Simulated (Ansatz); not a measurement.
CH2AsN (`C1=N[AsH]1`), relaxed with RKS PBE-D4/def2-SVP in Ansatz from a rough embedded geometry. The force threshold is 0.03 eV/Å; the program also tests the step.

Charge 0, multiplicity 1.

Start:

```xyz
5

C     0.436   -0.569   -0.292
N     0.153   -0.442    1.142
As   -1.178    0.220    0.167
H     1.086   -0.843   -1.072
H    -0.497    1.633    0.055
```

(1) How much energy does the relaxation release, and in how many steps? (Best estimate.)

(2) Which bonds change most? (Best estimate.)

(3) Give the relaxed structure. (Best estimate.)

Answers

(1) Computed: 1.88 eV, in 8 steps.

(2) The calculation gave: N2–As3 from 1.778 to 2.060 Å; C1–N2 from 1.467 to 1.253 Å; C1–As3 from 1.854 to 1.949 Å; C1–H4 from 1.052 to 1.108 Å.

(3) Computed: 
```xyz
5

C     0.413   -0.576   -0.242
N     0.345   -0.567    1.010
As   -1.267    0.346    0.110
H     1.139   -0.968   -0.981
H    -0.630    1.765    0.104
```
